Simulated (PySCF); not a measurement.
Zr(NH2)Cl3 (singlet state).
Bonds: Zr1–N2, Zr1–Cl5, Zr1–Cl6, Zr1–Cl7. Hydrogens: H3, H4 on N2.

Theory: PBE0-D3(BJ)/def2-SVP geometry optimisation, gas phase, def2 core potentials past Kr in PySCF.

Task: How far are the bound atoms from Zr1?

Result: 4 atoms: N2 1.990 Å, Cl6 2.339 Å, Cl5 2.342 Å, Cl7 2.343 Å. The nearest atom not counted as bound is H3, at 2.71 Å (others tie with it).

Task: List the angles at Zr1.

Result: 
```tsv
angle	degrees	distance of the outer atoms (Å)
Cl5–Zr1–Cl6	116.2	3.97
Cl5–Zr1–Cl7	109.9	3.84
N2–Zr1–Cl7	109.0	3.53
N2–Zr1–Cl6	107.9	3.51
N2–Zr1–Cl5	107.2	3.49
Cl6–Zr1–Cl7	106.4	3.75
```

Task: What is the shape at Zr1?

Result: Distorted tetrahedral: angles from 106.4° to 116.2°; τ4 = (360° − α − β)/141° = 0.95 with α and β the two widest (0 for a square, 1 for a tetrahedron).

Task: What are the other bond lengths?

Result: N2–H3, N2–H4 1.019 Å.

Task: What are the rotational constants (commonest isotopes, rigid rotor)?

Result: A = 1415, B = 1283, C = 969.3 MHz: an asymmetric top.

Point group: near Cs, missed by 0.16 Å at most; the miss may be what the optimiser left on a soft mode. Charge 0, singlet. Whether it is a minimum is left open (no frequencies).
